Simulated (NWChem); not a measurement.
Program: NWChem. System: HSi (+1), charge 1, spin multiplicity 1, at a geometry optimised with PBE/def2-SVP. The structure started from a generated list of species. Level: TD-BHandHLYP/def2-SVPD.

The NWChem input:

```
start mol
memory heap 200 mb stack 900 mb global 1100 mb
charge 1
geometry units angstroms nocenter noautoz
  Si     0.000000     0.000000     0.102796
  H      0.000000     0.000000    -1.439142
  symmetry group C2v
end
basis spherical
  * library def2-svpd
end
dft
  xc bhlyp
  semidirect memsize 60000000 filesize 0
  iterations 100
end
tddft
  rpa
  nroots 5
  notriplet
  thresh 1e-4
end
task tddft energy
```

Part of the output:

```
             Northwest Computational Chemistry Package (NWChem) 7.3.0
             --------------------------------------------------------

                                NWChem Input Module
                                -------------------

 Scaling coordinates for geometry "geometry" by  1.889725989
 (inverse scale =  0.529177249)

 Turning off AUTOSYM since
 SYMMETRY directive was detected!

                             Geometry "geometry" -> ""
                             -------------------------

 Output coordinates in angstroms (scale by  1.889725989 to convert to a.u.)

  No.       Tag          Charge          X              Y              Z
 ---- ---------------- ---------- -------------- -------------- --------------
    1 Si                  14.0000     0.00000000     0.00000000     0.10279600
    2 H                    1.0000     0.00000000     0.00000000    -1.43914200

 Effective nuclear repulsion energy (a.u.)       4.8046558850

            Nuclear Dipole moment (a.u.)
            ----------------------------
        X                 Y               Z
 ---------------- ---------------- ----------------
     0.0000000000     0.0000000000     0.0000037795

      Symmetry information
      --------------------

 Group name             C2v
 Group number             16
 Group order               4
 No. of unique centers     2

      Symmetry unique atoms

     1    2


 Summary of "ao basis" -> "" (spherical)
 ------------------------------------------------------------------------------
       Tag                 Description            Shells   Functions and Types
 ---------------- ------------------------------  ------  ---------------------
 *                         def2-svpd                  on all atoms

                                 NWChem DFT Module
                                 -----------------

 Summary of "ao basis" -> "ao basis" (spherical)
 ------------------------------------------------------------------------------
       Tag                 Description            Shells   Functions and Types
 ---------------- ------------------------------  ------  ---------------------
 Si                        def2-svpd                10       24   5s3p2d
 H                         def2-svpd                 4        8   2s2p

 Summary of "ao basis" -> "ao basis" (spherical)
 ------------------------------------------------------------------------------
       Tag                 Description            Shells   Functions and Types
 ---------------- ------------------------------  ------  ---------------------
 Si                        def2-svpd                10       24   5s3p2d
 H                         def2-svpd                 4        8   2s2p

      Symmetry analysis of basis
      --------------------------

        a1         16
        a2          2
        b1          7
        b2          7

            General Information
            -------------------
          SCF calculation type: DFT
          Wavefunction type:  closed shell.
          No. of atoms     :     2
          No. of electrons :    14
           Alpha electrons :     7
            Beta electrons :     7
          Charge           :     1
          Spin multiplicity:     1
          Use of symmetry is: off; symmetry adaption is: on
          Maximum number of iterations: 100
          AO basis - number of functions:    32
                     number of shells:    14
          Convergence on energy requested:  1.00D-06
          Convergence on density requested:  1.00D-05
[...]
  ----------------------------------------------------------------------------
     Transition Moments    X -0.45505   Y  0.01183   Z  0.00000
     Transition Moments   XX -0.00000  XY  0.00000  XZ -1.58275
     Transition Moments   YY -0.00000  YZ  0.04114  ZZ  0.00000
     Dipole Oscillator Strength                    0.0168676953
     Electric Quadrupole                           0.0000000243
     Magnetic Dipole                               0.0000021617
     Total Oscillator Strength                     0.0168698813

          sigma_e =   1.4742 Angstrom
          sigma_h =   1.4403 Angstrom
         |d_h->e| =   0.1965 Angstrom
            d_exc =   2.0709 Angstrom
            d_CD1 =   0.2304 Angstrom
            d_CD2 =  -1.2608 Angstrom
            d_CD3 =   2.2674 Angstrom
     Pearson C.C. =  -0.0005

     Occ.    6  a1  ---  Virt.    8  b1  -0.08660 X
     Occ.    7  a1  ---  Virt.    8  b1   0.99808 X
     Occ.    7  a1  ---  Virt.    8  b1  -0.09427 Y
     Occ.    7  a1  ---  Virt.   12  b1   0.05768 X
  ----------------------------------------------------------------------------
  Root   2 singlet b2             0.122107631 a.u.                3.3227 eV
  ----------------------------------------------------------------------------
     Transition Moments    X -0.01183   Y -0.45505   Z -0.00000
     Transition Moments   XX  0.00000  XY -0.00000  XZ -0.04114
     Transition Moments   YY  0.00000  YZ -1.58275  ZZ -0.00000
     Dipole Oscillator Strength                    0.0168676862
     Electric Quadrupole                           0.0000000243
     Magnetic Dipole                               0.0000021617
     Total Oscillator Strength                     0.0168698722

          sigma_e =   1.4742 Angstrom
          sigma_h =   1.4403 Angstrom
         |d_h->e| =   0.1965 Angstrom
            d_exc =   2.0709 Angstrom
            d_CD1 =   0.2304 Angstrom
            d_CD2 =  -1.2608 Angstrom
            d_CD3 =   2.2674 Angstrom
     Pearson C.C. =  -0.0005

     Occ.    6  a1  ---  Virt.    9  b2  -0.08660 X
     Occ.    7  a1  ---  Virt.    9  b2   0.99808 X
     Occ.    7  a1  ---  Virt.    9  b2  -0.09427 Y
     Occ.    7  a1  ---  Virt.   13  b2  -0.05768 X
  ----------------------------------------------------------------------------
  Root   3 singlet a1             0.362327482 a.u.                9.8594 eV
  ----------------------------------------------------------------------------
     Transition Moments    X  0.00000   Y -0.00000   Z -1.76970
     Transition Moments   XX -0.46916  XY -0.00000  XZ  0.00000
     Transition Moments   YY -0.46916  YZ -0.00000  ZZ  0.89125
     Dipole Oscillator Strength                    0.7564965567
     Electric Quadrupole                           0.0000001563
     Magnetic Dipole                               0.0000000000
     Total Oscillator Strength                     0.7564967130

          sigma_e =   2.5736 Angstrom
          sigma_h =   1.4414 Angstrom
         |d_h->e| =   0.0177 Angstrom
            d_exc =   2.8925 Angstrom
            d_CD1 =   1.1499 Angstrom
            d_CD2 =  -1.9898 Angstrom
            d_CD3 =   2.9102 Angstrom
     Pearson C.C. =   0.0451

     Occ.    6  a1  ---  Virt.   16  a1  -0.05685 X
     Occ.    7  a1  ---  Virt.   10  a1  -0.88186 X
     Occ.    7  a1  ---  Virt.   10  a1   0.05595 Y
     Occ.    7  a1  ---  Virt.   11  a1   0.46584 X
     Occ.    7  a1  ---  Virt.   20  a1   0.05094 X
  ----------------------------------------------------------------------------
  Root   4 singlet b1             0.378964269 a.u.               10.3121 eV
  ----------------------------------------------------------------------------
     Transition Moments    X  0.61347   Y -0.06654   Z -0.00000
     Transition Moments   XX -0.00000  XY -0.00000  XZ -0.20713
     Transition Moments   YY -0.00000  YZ  0.02247  ZZ  0.00000
     Dipole Oscillator Strength                    0.0961979992
     Electric Quadrupole                           0.0000000126
     Magnetic Dipole                               0.0000000134
     Total Oscillator Strength                     0.0961980252

          sigma_e =   1.6960 Angstrom
          sigma_h =   1.2609 Angstrom
         |d_h->e| =   0.2886 Angstrom
            d_exc =   2.3374 Angstrom
            d_CD1 =   0.7236 Angstrom
            d_CD2 =  -1.1899 Angstrom
            d_CD3 =   2.6260 Angstrom
     Pearson C.C. =  -0.2137

     Occ.    6  a1  ---  Virt.    8  b1  -0.87491 X
     Occ.    6  a1  ---  Virt.    9  b2   0.09490 X
     Occ.    7  a1  ---  Virt.    8  b1  -0.05452 X
     Occ.    7  a1  ---  Virt.   12  b1  -0.46605 X
     Occ.    7  a1  ---  Virt.   13  b2  -0.05055 X
     Occ.    7  a1  ---  Virt.   19  b1  -0.05871 X
     Occ.    7  a1  ---  Virt.   27  b1  -0.05574 X
  ----------------------------------------------------------------------------
  Root   5 singlet b2             0.378964269 a.u.               10.3121 eV
  ----------------------------------------------------------------------------
     Transition Moments    X -0.06654   Y -0.61346   Z -0.00000
     Transition Moments   XX -0.00000  XY -0.00000  XZ  0.02247
     Transition Moments   YY -0.00000  YZ  0.20713  ZZ  0.00000
     Dipole Oscillator Strength                    0.0961977564
     Electric Quadrupole                           0.0000000126
     Magnetic Dipole                               0.0000000134
     Total Oscillator Strength                     0.0961977824

          sigma_e =   1.6960 Angstrom
          sigma_h =   1.2609 Angstrom
         |d_h->e| =   0.2886 Angstrom
            d_exc =   2.3374 Angstrom
            d_CD1 =   0.7236 Angstrom
            d_CD2 =  -1.1899 Angstrom
            d_CD3 =   2.6260 Angstrom
     Pearson C.C. =  -0.2137

     Occ.    6  a1  ---  Virt.    8  b1   0.09490 X
     Occ.    6  a1  ---  Virt.    9  b2   0.87491 X
     Occ.    7  a1  ---  Virt.    9  b2   0.05452 X
     Occ.    7  a1  ---  Virt.   12  b1   0.05055 X
     Occ.    7  a1  ---  Virt.   13  b2  -0.46605 X
     Occ.    7  a1  ---  Virt.   18  b2   0.05871 X
     Occ.    7  a1  ---  Virt.   26  b2  -0.05574 X

              Target root =      1
          Target symmetry = none
      Ground state energy =   -289.604467823523
        Excitation energy =      0.122107631207
     Excited state energy =   -289.482360192316

  stored tddft:energy   -289.48236019231643

 Task  times  cpu:        5.4s     wall:        5.4s

 Total times  cpu:        5.4s     wall:        5.4s
```
